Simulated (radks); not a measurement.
Spin polarisation of the 2p1 shell in N2+. Start: [He] 2s2 2p(up 0.5, down 0.5); electrons of 2p are moved from spin down to spin up, other shells keep equal spins. Calculated with a radial shooting solver on a logarithmic mesh with Libxc functionals: scalar-relativistic Kohn-Sham, LDA (Slater exchange, Perdew-Wang correlation), spin-polarised, spherical densities, finite nucleus; Fermi nuclear charge, rms radius of each element as measured or else 0.836 A^(1/3) + 0.57 fm.

\begin{tabular}{lrrrrr}
moment (Bohr magnetons) & E - E(0) (eV) & e(2p up) (eV) & e(2p down) (eV) & 2s down minus up (eV) & 1s down minus up (eV) \\ \hline
0 & 0.000 & -37.619 & -37.619 & 0.000 & 0.000 \\
0.25 & -0.036 & -37.898 & -37.319 & 0.547 & 0.233 \\
0.5 & -0.145 & -38.157 & -36.996 & 1.098 & 0.466 \\
0.75 & -0.327 & -38.396 & -36.647 & 1.654 & 0.700 \\
1 & -0.582 & -38.616 & -36.272 & 2.220 & 0.934 \\
\end{tabular}

At moment 1 the spin-polarisation energy is -0.582 eV and the 2p exchange splitting 2.345 eV, that is 2.345 eV per Bohr magneton; E = -I m^2/4 would give I = 2.330 eV.
